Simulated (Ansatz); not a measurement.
# Reading a saddle point

A first-order saddle point of CH7AsZn, closed shell, PBE0-D4/def2-TZVP, with one imaginary mode of 1279i cm⁻¹:

Zn1  (0.176, -0.430, -0.062)
H2  (1.475, -0.055, 1.092)
C3  (-0.556, -1.707, -1.353)
H4  (1.553, 1.060, 1.159)
As5  (0.168, 2.003, 0.842)
H6  (-1.102, -1.181, -2.139)
H7  (-1.244, -2.393, -0.852)
H8  (0.240, -2.297, -1.813)
H9  (-0.370, 3.437, 0.925)
H10  (-0.340, 1.563, 2.200)
(Å)

Program: Ansatz 0.2.0. Basis: def2-TZVPP and def2-QZVPP. Cores are frozen in the correlated methods. The 3s and 3p shells of Cu and Zn are frozen; filled d shells are correlated. The def2 sets are not built for correlating such inner shells, so the correlated values are less sure here. Extrapolation: Hartree–Fock as exp(−7.88 √X), correlation as X^−2.97.

(1) Which contacts change along the imaginary mode, and what lies on either side? (Judge from chemistry; the calculation decides.)

(2) Which side is lower, and how far does the saddle lie above each? (Judge from chemistry; the value comes from the calculation.)

The T1 diagnostic stays at or below 0.014.

Answers

(1) Computed: The step is CH₄Zn ([CH3][ZnH]) + AsH₃ → CH₅AsZn ([CH3][Zn][AsH2]) + H₂, with the molecules in contact on both sides. Shortening one way: Zn1–As5, H2–H4; lengthening the same way: Zn1–H2, H4–As5.
| pair | one side (Å) | saddle (Å) | other side (Å) |
| --- | --- | --- | --- |
| Zn1–As5 | 3.06 | 2.60 | 2.39 |
| H2–H4 | 3.71 | 1.12 | 0.75 |
| Zn1–H2 | 1.55 | 1.78 | 3.09 |
| H4–As5 | 1.52 | 1.70 | 3.66 |

(2) The calculation gives: The side with Zn1–As5, H2–H4 short is lower by 48.7 kJ/mol; the saddle lies 201.8 kJ/mol above it and 153.1 kJ/mol above the other (CCSD(T) at an estimated basis limit (MP2 extrapolated from triple and quadruple zeta, plus CCSD(T) − MP2 in triple zeta); electronic energies).

Labels in which every atom is bracketed show which atoms are joined, not bond orders.

For scale, one of the runs: CCSD(T)/def2-TZVPP, 241 basis functions, launched by `ansatz run in.yaml --threads 8 --pin off --events-out ev --progress --plain --max-ram 19148MiB`. Time: 110 s of wall clock on 8 CPU threads of an Arm Neoverse V1; the host was shared. Peak host memory: 4.6 GiB.
